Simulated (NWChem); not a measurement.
**Ionisation of HB**

```
B
H 1 1.2523
```
Charge 0, spin multiplicity 1.

Everything below was run with NWChem. Structure: optimised with PBE0/def2-SVP, a minimum by its harmonic frequencies.

Basis set: def2-TZVPD. −ε marks an orbital energy of the parent.

B3LYP has NWChem's definition, with VWN1-RPA local correlation. The structure started from a generated list of species.

### Question
For the first vertical ionisation energy, −ε(HOMO) of HF gives 9.48 eV and −ε(HOMO) of B3LYP gives 6.55 eV. What do −ε(HOMO) of BHandHLYP, −ε(HOMO) of PBE, G0W0@B3LYP give?

### Answer
−ε(HOMO) of BHandHLYP: 7.80 eV; −ε(HOMO) of PBE: 5.54 eV; G0W0@B3LYP: 9.36 eV.
